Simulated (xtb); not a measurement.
cyclopropene (C₃H₄), singlet, geometry from GFN2-xTB. Base run: xtb with GFN2-xTB.

The xtb input:
```
$ xtb mol.xyz --gfn 2 --json

# file mol.xyz
7

C     -0.02398035    -0.00988421     0.85291858
C      0.01415246    -0.64253561    -0.50675464
C      0.01392072     0.65410679    -0.49173477
H      0.86570208    -0.01692030     1.47406113
H     -0.94715748    -0.01665393     1.42309451
H      0.02873121    -1.56595013    -1.03014057
H      0.02816727     1.58940251    -0.99359004
```

Each row names what was changed in the base input (with any setting that the change needs).

```json
[
 {"change": "base", "ΔE vs base (kJ/mol)": "0.00", "HOMO-LUMO gap (eV)": "4.88", "dipole (D)": "0.48", "G_solv (kcal/mol)": "-", "SCF cycles": "9"},
 {"change": "acc = 0.0001", "ΔE vs base (kJ/mol)": "0.00", "HOMO-LUMO gap (eV)": "4.88", "dipole (D)": "0.48", "G_solv (kcal/mol)": "-", "SCF cycles": "13"},
 {"change": "acc = 0.1", "ΔE vs base (kJ/mol)": "0.00", "HOMO-LUMO gap (eV)": "4.88", "dipole (D)": "0.48", "G_solv (kcal/mol)": "-", "SCF cycles": "10"},
 {"change": "gbsa = water", "ΔE vs base (kJ/mol)": "-1.87", "HOMO-LUMO gap (eV)": "4.90", "dipole (D)": "0.58", "G_solv (kcal/mol)": "-0.50", "SCF cycles": "9"},
 {"change": "acc = 30", "ΔE vs base (kJ/mol)": "0.00", "HOMO-LUMO gap (eV)": "4.88", "dipole (D)": "0.48", "G_solv (kcal/mol)": "-", "SCF cycles": "7"},
 {"change": "alpb = acetonitrile", "ΔE vs base (kJ/mol)": "-8.59", "HOMO-LUMO gap (eV)": "4.90", "dipole (D)": "0.55", "G_solv (kcal/mol)": "-2.08", "SCF cycles": "9"},
 {"change": "alpb = chcl3", "ΔE vs base (kJ/mol)": "-9.78", "HOMO-LUMO gap (eV)": "4.90", "dipole (D)": "0.56", "G_solv (kcal/mol)": "-2.36", "SCF cycles": "9"},
 {"change": "alpb = benzene", "ΔE vs base (kJ/mol)": "-8.60", "HOMO-LUMO gap (eV)": "4.89", "dipole (D)": "0.51", "G_solv (kcal/mol)": "-2.06", "SCF cycles": "9"}
]
```

ALPB and GBSA are two models with their own fitted parameters for each solvent, which aren't always the measured dielectric constant.
